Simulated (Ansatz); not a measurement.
A made-up structure of AlH3TeS, closed shell:

```tsv
atom	x (Å)	y (Å)	z (Å)
S1	1.2436	0.0355	-1.2797
Al2	-0.6043	-0.0132	-0.1224
Te3	-0.4335	-0.0243	2.3931
H4	-1.1912	-0.1631	1.2716
H5	-2.0146	-0.0407	-0.8287
H6	1.2210	0.0182	2.2917
```

It is relaxed with PBE-D4/def2-SVP and then PBE0-D4/def2-TZVP (Ansatz 0.2.0). Atoms count as bonded within 1.22 times the sum of their covalent radii (H–H: 0.88 Å). The end point is not checked to be a true minimum.

Does its bonding change? (A judgement: the text doesn't fix the answer.)

By the calculation: Yes. Formed: none; broken: Al2–H4.

Where it ends: The first stage lowers the energy by 4.36 eV in 29 steps. It ends as AlH₃TeS ([S][AlH][TeH2]):
| atom | x (Å) | y (Å) | z (Å) |
| --- | --- | --- | --- |
| S1 | 1.2723 | 1.0040 | -1.0396 |
| Al2 | -0.6165 | 0.2932 | -0.7647 |
| Te3 | -0.1105 | 0.3139 | 1.9670 |
| H4 | -1.1095 | -0.5913 | 2.9787 |
| H5 | -2.0581 | -0.1888 | -1.1748 |
| H6 | 0.8433 | -1.0186 | 1.7589 |

Labels in which every atom is bracketed show which atoms are joined, not bond orders.

For scale, one of the runs: PBE0-D4/def2-TZVP relaxation, 142 basis functions, launched by `ansatz run in.yaml --threads 2 --pin off --events-out ev --progress --plain --max-ram 4352MiB`. Hardware: 2 CPU threads of an Arm Neoverse V1, shared host. Wall time about 36 s.
